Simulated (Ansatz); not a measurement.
Computed with Ansatz on PBE0-D4/def2-TZVP structures; ΔE is electronic, products minus reactants. CCSD(T)/CBS adds triple-zeta CCSD(T) − MP2 to the extrapolated MP2 energy (def2 sets, frozen cores). Functionals use def2-TZVPP. B3LYP here is the variant with VWN-RPA as its local correlation; programs differ in this. HSE06 is defined as in plane-wave codes. Each species was taken in one conformer, which may not be the lowest.

`NB(N)Cl` + `OC(O)(F)CF` → `NB(Cl)CF` + `NC(O)(O)F`  (formal exchange of groups at a B–N bond)

`NB(N)Cl`:

Z-matrix (Å, degrees):
```
N
B 1 1.404
H 1 1.003 2 121.8
H 1 1.004 2 123.7 3 180.0
N 2 1.404 1 124.6 3 180.0
Cl 2 1.790 1 117.7 3 0.0
H 5 1.003 2 121.8 1 -180.0
H 5 1.004 2 123.7 1 -0.0
```

`OC(O)(F)CF`:

Z-matrix (Å, degrees):
```
C
O 1 1.356
F 1 1.388 2 110.0
O 1 1.371 2 109.9 3 -118.5
C 1 1.518 2 108.3 3 117.3
H 2 0.964 1 108.0 3 74.9
H 4 0.964 1 108.1 2 -177.2
F 5 1.378 1 108.3 2 173.9
H 5 1.091 1 110.2 2 -66.7
H 5 1.091 1 109.2 2 55.4
```

`NB(Cl)CF`:

Cartesian coordinates in Å:
```
N 0.464 -0.774 1.148
B 0.541 -0.065 -0.042
Cl 2.101 0.085 -0.854
C -0.756 0.558 -0.701
F -0.483 1.596 -1.575
H -0.388 -0.876 1.672
H 1.259 -1.236 1.555
H -1.451 0.934 0.059
H -1.288 -0.222 -1.263
```

`NC(O)(O)F`:

Z-matrix (Å, degrees):
```
C
O 1 1.369
O 1 1.372 2 108.4
N 1 1.416 2 113.1 3 -124.6
F 1 1.384 2 108.5 3 117.9
H 2 0.964 1 108.0 3 -45.8
H 3 0.963 1 107.1 2 -175.2
H 4 1.012 1 109.5 2 53.6
H 4 1.012 1 110.1 2 -66.4
```

| level | ΔE (eV) |
| --- | --- |
| B97M-V | 1.04 |
| B3LYP-D4 | 1.07 |
| HSE06 | 1.03 |
| CCSD(T)/def2-TZVPP | 1.06 |

Problem. What does CCSD(T)/CBS give? (An estimate is asked.)

Solution. Computed: +1.09 eV. The listed levels differ from it by -0.05, -0.02, -0.06, -0.03 eV.

Largest T1 diagnostic among the species: 0.011.

From PBE to PBE0 (25 % exact exchange), in def2-TZVPP and without D4, ΔE moves by +0.03 eV. At CCSD(T), def2-SVP lies −0.09 eV from the extrapolated value and def2-TZVPP −0.04 eV. Leaving LDA and LC-ωPBE aside and taking each functional with its dispersion term where it has one, the values, not all of them listed here, spread over 0.13 eV, from revPBE-D4 to BHLYP-D4. LDA lies +0.05 eV from PBE without D4.
